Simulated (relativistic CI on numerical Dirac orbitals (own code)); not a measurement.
**Sb³⁺: computed level list**

Method of calculation: Dirac-Coulomb-Breit CI, orbitals from a KLI potential per configuration, a model potential for QED, valence Slater integrals scaled by 0.85, P86 correlation energy added to each configuration (own radial code, finite nucleus).

Configurations in the expansion (outside the closed core [Kr]): 4d¹⁰5s², 4d¹⁰5s5p, 4d¹⁰5p², 4d¹⁰5s5d, 4d¹⁰5s5f, 4d¹⁰5d², 4d¹⁰5s5g, 4d¹⁰5s6s, 4d¹⁰5p5d, 4d¹⁰5s6p, 4d¹⁰4f², 4d¹⁰5s4f, 4d¹⁰4f5p, 4d¹⁰5s6d, 4d¹⁰5s7s, 4d¹⁰5f², 4d¹⁰5s7p, 4d¹⁰5p5f, 4d¹⁰5g², 4d¹⁰5p6s, 4d¹⁰5p5g, 4d⁹5s²4f, 4d¹⁰5s7d, 4d¹⁰5s8s, 4d¹⁰5s8p, 4d⁹5s²5p, 4d¹⁰5s8d, 4d¹⁰4f5d, 4d¹⁰5d5f, 4d¹⁰5d5g, 4d¹⁰4f5f, 4d¹⁰4f5g. Double excitations out of closed p, d and f shells are left out; levels of such configurations are missing from the list, as are those of other unlisted configurations, and high levels can miss mixing partners. These lack a partner that the ground configuration has and come out too high: 4d⁹5s²4f, 4d⁹5s²5p.

| No. | Configuration | Term | J | E (cm⁻¹) | % | Next component (%) | Landé g |
| --- | --- | --- | --- | --- | --- | --- | --- |
| 1 | 4d¹⁰5s² | ¹S | 0 | 0.0 | 97 | 3 4d¹⁰5p² ¹S |  |
| 2 | 4d¹⁰5s5p | ³P° | 0 | 59802.7 | 100 |  |  |
| 3 | 4d¹⁰5s5p | ³P° | 1 | 62011.9 | 98 | 1 ¹P° | 1.495 |
| 4 | 4d¹⁰5s5p | ³P° | 2 | 67525.8 | 100 |  | 1.501 |
| 5 | 4d¹⁰5s5p | ¹P° | 1 | 93130.6 | 96 | 2 4d¹⁰5p5d ¹P° | 1.006 |
| 6 | 4d¹⁰5p² | ³P | 0 | 149221.7 | 95 | 4 ¹S |  |
| 7 | 4d¹⁰5p² | ¹D | 2 | 151140.7 | 63 | 21 4d¹⁰5s5d ¹D | 1.080 |
| 8 | 4d¹⁰5p² | ³P | 1 | 153104.9 | 100 |  | 1.501 |
| 9 | 4d¹⁰5p² | ³P | 2 | 159322.4 | 83 | 10 ¹D | 1.419 |
| 10 | 4d¹⁰5s5d | ³D | 1 | 174546.4 | 99 | 1 4d¹⁰4f5p ³D | 0.499 |
| 11 | 4d¹⁰5s5d | ³D | 2 | 174857.1 | 99 | 1 4d¹⁰4f5p ³D | 1.167 |
| 12 | 4d¹⁰5s5d | ³D | 3 | 175346.2 | 99 | 1 4d¹⁰4f5p ³D | 1.334 |
| 13 | 4d¹⁰5p² | ¹S | 0 | 181445.6 | 92 | 4 ³P |  |
| 14 | 4d¹⁰5s6s | ³S | 1 | 184331.8 | 100 |  | 2.002 |
| 15 | 4d¹⁰5s5d | ¹D | 2 | 190059.3 | 71 | 25 4d¹⁰5p² ¹D | 1.002 |
| 16 | 4d¹⁰5s6s | ¹S | 0 | 190177.7 | 100 |  |  |
| 17 | 4d¹⁰5s6p | ³P° | 0 | 210192.7 | 99 | 1 4d¹⁰5p6s ³P° |  |
| 18 | 4d¹⁰5s6p | ³P° | 1 | 210655.5 | 91 | 8 ¹P° | 1.459 |
| 19 | 4d¹⁰5s6p | ³P° | 2 | 212555.3 | 99 |  | 1.501 |
| 20 | 4d¹⁰5s6p | ¹P° | 1 | 214521.2 | 88 | 8 ³P° | 1.042 |
| 21 | 4d¹⁰5s4f | ³F° | 2 | 227044.3 | 86 | 13 4d¹⁰5p5d ³F° | 0.667 |
| 22 | 4d¹⁰5s4f | ³F° | 3 | 227255.1 | 84 | 10 4d¹⁰5p5d ³F° | 1.079 |
| 23 | 4d¹⁰5s4f | ³F° | 4 | 227640.7 | 92 | 7 4d¹⁰5p5d ³F° | 1.250 |
| 24 | 4d¹⁰5s4f | ¹F° | 3 | 228910.4 | 85 | 9 4d¹⁰5p5d ¹F° | 1.004 |
| 25 | 4d¹⁰5p5d | ³F° | 2 | 248048.1 | 56 | 32 ¹D° | 0.786 |
| 26 | 4d¹⁰5s6d | ³D | 1 | 249578.2 | 100 |  | 0.499 |
| 27 | 4d¹⁰5s6d | ³D | 2 | 249695.0 | 99 |  | 1.166 |
| 28 | 4d¹⁰5s6d | ³D | 3 | 249901.6 | 100 |  | 1.334 |
| 29 | 4d¹⁰5p5d | ³F° | 3 | 251632.5 | 83 | 10 4d¹⁰5s4f ³F° | 1.095 |
| 30 | 4d¹⁰5p5d | ¹D° | 2 | 252056.2 | 49 | 24 ³F° | 0.996 |
| 31 | 4d¹⁰5s6d | ¹D | 2 | 252165.6 | 97 | 1 4d¹⁰5p² ¹D | 1.001 |
| 32 | 4d¹⁰5s7s | ³S | 1 | 252922.6 | 100 |  | 2.002 |
| 33 | 4d¹⁰5s7s | ¹S | 0 | 255095.5 | 100 |  |  |
| 34 | 4d¹⁰5p5d | ³F° | 4 | 255809.4 | 91 | 8 4d¹⁰5s4f ³F° | 1.250 |
| 35 | 4d¹⁰5p5d | ³D° | 1 | 256725.3 | 69 | 24 ³P° | 0.777 |
| 36 | 4d¹⁰5p5d | ³P° | 2 | 258272.2 | 38 | 35 ³D° | 1.241 |
| 37 | 4d¹⁰5p5d | ³P° | 0 | 261771.0 | 78 | 20 4d¹⁰5s7p ³P° |  |
| 38 | 4d¹⁰5p5d | ³D° | 3 | 262002.6 | 92 | 5 ³F° | 1.313 |
| 39 | 4d¹⁰5p5d | ³P° | 1 | 262113.3 | 56 | 23 ³D° | 1.244 |
| 40 | 4d¹⁰5p5d | ³D° | 2 | 262598.2 | 52 | 38 ³P° | 1.316 |
| 41 | 4d¹⁰5s7p | ¹P° | 1 | 263209.3 | 43 | 23 4d¹⁰5p6s ¹P° | 1.147 |
| 42 | 4d¹⁰5p6s | ³P° | 0 | 263658.4 | 57 | 37 4d¹⁰5s7p ³P° |  |
| 43 | 4d¹⁰5s7p | ³P° | 1 | 264927.7 | 54 | 18 ¹P° | 1.382 |
| 44 | 4d¹⁰5s7p | ³P° | 2 | 265987.4 | 86 | 6 4d¹⁰5p5d ³P° | 1.495 |
| 45 | 4d¹⁰5s7p | ³P° | 0 | 267434.1 | 43 | 42 4d¹⁰5p6s ³P° |  |

Energies count from the lowest computed level; ° marks odd parity.

The mean weight of the leading LS term, summed over parents, in these 45 levels is 84 %, and that of the leading jj configuration (from the same eigenvectors) 79 %.

For a near-neutral ion this model can misplace configurations by up to about 10,000 cm⁻¹ (more where the count of f electrons changes) and terms by 10 to 25 % of their spread. Rates follow the energies as ν³ (E1, M1) or ν⁵ (E2), so they and the lifetimes can be off by large factors. The fine structure of a lone outer electron comes out too small, for d and f at times inverted, and misplaced configurations move strength between like terms. 20 of the 20 excited levels that our extract of the measured tables holds in this range could be paired (the sources list more); they are missed by 3877 cm⁻¹ on average and 7817 at most, and levels without a partner can miss by more.

LS names give the leading component of a level, which can be under half, so a name can repeat, a term be missing and a line seem to break the LS rules.
